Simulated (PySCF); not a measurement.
This PySCF input asks for the NMR shieldings of SMILES C#C[Si@@]([SiH3])(Cl)[Si@H](N)[SiH2]C, C3H12ClNSi4; the geometry comes from GFN2-xTB.

```python
import basis_set_exchange as bse
import numpy as np
from pyscf import gto, dft
from pyscf.prop import nmr

atoms = """
C    -2.327893    2.748046    0.037007
C    -2.071649    1.592021   -0.179013
Si   -1.633547   -0.189780   -0.504166
Si   -3.532020   -1.445356    0.023644
Cl   -1.385650   -0.228372   -2.575755
Si    0.482848   -0.522194    0.424373
N     0.113443   -0.257042    2.101496
Si    2.288972    0.674817   -0.458950
C     3.903175   -0.333970   -0.375663
H    -2.561793    3.758237    0.220362
H    -3.343695   -2.049311    1.346242
H    -3.772139   -2.537438   -0.925895
H    -4.774759   -0.666886    0.084725
H     0.785734   -1.971183    0.445427
H    -0.293129    0.624960    2.368893
H     0.796381   -0.523877    2.791731
H     2.540615    1.935055    0.266440
H     2.063210    1.046232   -1.861896
H     3.802162   -1.278447   -0.903274
H     4.734715    0.203652   -0.822810
H     4.176100   -0.562220    0.651313
"""
names = dict.fromkeys(["C", "Si", "Cl", "N", "H"], "pcSseg-1")
basis = {el: gto.basis.parse(bse.get_basis(n, elements=[el], fmt="nwchem")) for el, n in names.items()}
mol = gto.M(atom=atoms, basis=basis, charge=0, verbose=0)
mf = dft.RKS(mol, xc="PBE0")
mf.grids.level = 2
mf.grids.alignment = dft.numint.BLKSIZE   # the property module wants whole blocks of grid points
mf.conv_tol = 1e-9
mf.kernel()

calc = nmr.RKS(mf)   # GIAO
C = mf.mo_coeff
Co = C[:, mf.mo_occ > 0]
resp = mf.gen_response(singlet=True, hermi=2)
def vind(x):   # induced exchange potential for any number of trial vectors
    d = np.einsum("pi,xij,qj->xpq", C, 2 * x.reshape(-1, C.shape[1], Co.shape[1]), Co, optimize=True)
    return np.einsum("xpq,pi,qj->xij", resp(d - d.transpose(0, 2, 1)), C, Co, optimize=True).ravel()
mo1, _ = nmr.rhf.solve_mo1(calc, with_cphf=vind)
sigma = calc.kernel(mo1)
for i, s in enumerate(sigma):   # ppm
    w = np.linalg.eigvalsh((s + s.T) / 2)
    print("%2d %-2s iso %8.1f  s11 %8.1f  s22 %8.1f  s33 %8.1f" % (i, mol.atom_pure_symbol(i), w.mean(), *w))
```

Question: What are the results?

Answer: 
```
 0 C  iso     78.9  s11      1.0  s22      6.3  s33    229.2
 1 C  iso     95.1  s11     -5.8  s22     -0.4  s33    291.5
 2 Si iso    376.0  s11    322.1  s22    372.9  s33    432.9
 3 Si iso    449.6  s11    415.2  s22    452.5  s33    481.2
 4 Cl iso    969.0  s11    888.2  s22    966.5  s33   1052.3
 5 Si iso    383.5  s11    318.3  s22    394.1  s33    438.1
 6 N  iso    269.6  s11    238.7  s22    251.3  s33    318.8
 7 Si iso    428.8  s11    401.3  s22    422.3  s33    462.9
 8 C  iso    195.9  s11    191.3  s22    196.1  s33    200.3
 9 H  iso     29.3  s11     24.2  s22     24.8  s33     38.9
10 H  iso     27.9  s11     24.1  s22     26.6  s33     33.1
11 H  iso     28.0  s11     24.3  s22     26.1  s33     33.5
12 H  iso     27.8  s11     24.1  s22     26.1  s33     33.1
13 H  iso     26.4  s11     24.1  s22     25.6  s33     29.6
14 H  iso     32.2  s11     24.2  s22     30.0  s33     42.3
15 H  iso     32.0  s11     23.6  s22     27.9  s33     44.5
16 H  iso     27.7  s11     23.9  s22     26.9  s33     32.3
17 H  iso     27.7  s11     23.3  s22     27.8  s33     31.8
18 H  iso     31.6  s11     26.6  s22     29.6  s33     38.6
19 H  iso     31.2  s11     26.0  s22     28.0  s33     39.7
20 H  iso     31.5  s11     26.6  s22     29.4  s33     38.4
```

These numbers come from an equivalent density-fitted implementation of the same equations, which agrees with the script to about 0.01 ppm for H and up to a few tenths of a ppm for heavy atoms, so last digits may differ.

Question: Turn these shieldings into chemical shifts. Scale: ¹³C (σ = 186.93 ppm), ²⁹Si (σ = 349.16 ppm), ¹H (σ = 31.72 ppm) against TMS; HCl for ³⁵Cl (σ = 949.78 ppm); ¹⁵N (σ = 267.73 ppm) against NH3 (reference shieldings calculated alike).

Answer: Averaging equivalent atoms: C 0: 108.1; C 1: 91.8; C 8: -9.0; Si 2: -26.8; Si 5: -34.3; Si 7: -79.7; Si 3: -100.5; Cl 4: -19; N 6: -1.9; H 13: 5.30; H 17: 4.06; H 16: 4.01; H 10/11/12: 3.82; H 9: 2.45; H 18/19/20: 0.29; H 14/15: -0.38 ppm. Experimental scales use liquid or dissolved standards, which lie at an offset from isolated NH3 (liquid NH3: subtract about 20 ppm).

Size and cost of the density-fitted run: 248 basis functions, 110 s wall time on 1 thread of an Arm Neoverse N1, shared host; peak memory 1.2 GiB.
